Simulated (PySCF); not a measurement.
# Run times: manganese in aug-cc-pwCVTZ-DK with one added diffuse shell each of s, p, d, f, g type

Measured wall times of calculations with PySCF 2.14 in aug-cc-pwCVTZ-DK with one added diffuse shell each of s, p, d, f, g type (11s10p8d5f4g, 152 functions), with scalar relativity by spin-free X2C-1e, run from one Python driver. Hardware: 1 thread of Neoverse-V2 on a shared host, 1.3 GiB allowed. The two-electron integrals over 152 functions were computed once and kept in memory (5 CPU seconds with the set-up); the times below exclude them. Kohn-Sham runs start from converged Hartree-Fock orbitals.

Launch command (the driver calls PySCF for each step listed in the task file):

```bash
OMP_NUM_THREADS=1 python atomrun2.py TASK.json OUT
```

```csv
species,step,iterations,wall time (s)
Mn⁺ [Ar] 3d4 4s1 4p1,M06,7,16
Mn⁺ [Ar] 3d4 4s1 4p1,TPSS,6,11
Mn⁺ [Ar] 3d4 4s1 4p1,revPBE,6,3.9
Mn⁺ [Ar] 3d4 4s1 5s1,M06,15,32
Mn⁺ [Ar] 3d4 4s1 5s1,TPSS,11,19
Mn⁺ [Ar] 3d4 4s1 5s1,revPBE,16,9.2
```

Peak memory of the process: 0.88 GiB. Times on a shared host vary from run to run.
